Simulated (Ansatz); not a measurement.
Harmonic frequencies (cm⁻¹) at PBE0-D4/def2-TZVP from Ansatz: 96, 173, 239, 267, 319, 362, 416, 444, 545, 725, 874, 940, 1090, 1134, 1161, 1173, 1206, 1258, 1406, 1463, 1475, 1480, 1496, 1502, 3044, 3078, 3119, 3162, 3167, 3181.

Each molecule was computed in one conformer, which needn't be the lowest.

**Question.** Which molecule is it?
A. `[SiH3][SiH]1[CH2][SbH]1`
B. `COC(C)(F)Cl`
C. `FCOCCCl`
D. `[SiH3]/N=[CH]\[GeH3]`

**Answer.** B.
